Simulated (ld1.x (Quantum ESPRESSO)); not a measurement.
**Before and after: PAW potential for Ga**

gallium (Ga), PAW, made with ld1.x (Quantum ESPRESSO) 7.5 (PBE, scalar-relativistic). Core [Ar], reference 3d10 4s2 4p1. Waves: 4s (bound): rcut 1.95, rcutus 2.05 bohr; 4s channel at 2.35 Ry: rcut 1.95, rcutus 2.05 bohr; 4p (bound): rcut 1.95, rcutus 2.50 bohr; 4p channel at 0.4 Ry: rcut 1.95, rcutus 2.50 bohr; 3d (bound): rcut 1.20, rcutus 1.50 bohr; 3d channel at -0.9 Ry: rcut 1.20, rcutus 1.50 bohr; 4f channel at 0.2 Ry: rcut 1.55, rcutus 2.10 bohr; 4f channel at 1.75 Ry: rcut 1.55, rcutus 2.10 bohr. Local part: all-electron potential smoothed inside 1.85 bohr (lloc = -1). Core correction: a·sin(br)/r model core, default radius (ld1.x builds one for every PAW set, though the input has nlcc=.false.). Augmentation charge: GAUSS, radius 1.15 bohr.

Change: local potential all-electron potential smoothed inside 2.10 bohr (lloc = -2).

Cutoffs: the cutoffs (Ry, on a coarse ladder) from which the occupation-weighted sum of valence levels, in a spherical-Bessel basis at the reference potential, stays within 10 and 1 mRy of its value at 400 Ry; they do not see the model core or the augmentation charge, which bear on the density cutoff. Errors are all-electron minus pseudo energies relative to the spin-unpolarised reference configuration.

Predict the effect on cutoff, ghosts and configuration errors.

The potential gets neither clearly harder nor softer (50 Ry and 80 Ry → 50 Ry and 80 Ry); of the 7 tests that both files solve, the error grows in 2 and shrinks in 1 by more than 15 % and 0.3 meV (median size 2.0 → 1.1 meV); neither file shows a bound ghost.

| quantity | base | changed |
| --- | --- | --- |
| cutoff, loose | 50 Ry | 50 Ry |
| cutoff, tight | 80 Ry | 80 Ry |
| bound ghosts | none | none |
| error for 3d10 4s2 4p0, meV [ΔE 5.69 eV] | 0.0 | -0.2 |
| error for 3d10 4s1 4p0, meV [ΔE 26.82 eV] | +2.0 | -0.1 |
| error for 3d10 4s0 4p0, meV [ΔE 58.09 eV] | +4.5 | -4.2 |
| error for 3d9 4s2 4p1, meV [ΔE 27.70 eV] | -194 | -246 |
| error for 3d10 4s1 4p2, meV [ΔE 6.54 eV] | -1.0 | -1.1 |
| error for 3d10 4s2 4p1.3, meV [ΔE -0.53 eV] | +0.1 | +0.1 |
| error for 3d9 4s2 4p2, meV [ΔE 20.32 eV] | -171 | -227 |
| s: phases at 2.71 bohr within 0.05 rad from the reference energy up to (Ry; the scan ends near 5) | to the end of the scan | to the end of the scan |
| p: phases at 2.71 bohr within 0.05 rad from the reference energy up to (Ry; the scan ends near 5) | 3.5 | 3.6 |
| d: phases at 2.71 bohr within 0.05 rad from the reference energy up to (Ry; the scan ends near 5) | to the end of the scan | to the end of the scan |
| f: phases at 2.71 bohr within 0.05 rad from the reference energy up to (Ry; the scan ends near 5) | to the end of the scan | to the end of the scan |
| lowest overlap eigenvalue by channel | s 0.44, p 0.69, d 1.00, f 0.95 | s 0.46, p 0.75, d 1.00, f 0.98 |
